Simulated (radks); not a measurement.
The numbers below are computed, except where a source is named.
Task: These are the eigenvalues of the occupied orbitals of an atom or ion with whole-number occupations (Ry). Code: a radial shooting solver on a logarithmic mesh with Libxc functionals. Model: scalar-relativistic Kohn-Sham, LB94 model potential, spin-unpolarised, spherical densities, finite nucleus; Fermi nuclear charge, rms radius of each element as measured or else 0.836 A^(1/3) + 0.57 fm.

orbital  eigenvalue
1s        -6130.668
2s        -1088.240
2p        -939.2223
3s        -259.0810
3p        -215.9926
3d        -170.4881
4s        -57.23352
4p        -43.16774
4d        -26.40615
5s         -9.19194
4f         -7.80166
5p         -5.34217
5d         -1.14321
6s         -0.88628

Which element is it, and in what charge state? The configuration may be excited.

Result: Z = 80, mercury, charge 0: Hg in [Hg]. The list shows which subshells hold electrons but not how many an open one holds; the 1s level, -3065.3 hartree, gives Z - s = 78.3 by -(Z - s)^2/2, which with screening and relativity narrows Z to a few neighbours, and the depths of the outer levels then fix element, charge and occupations together.
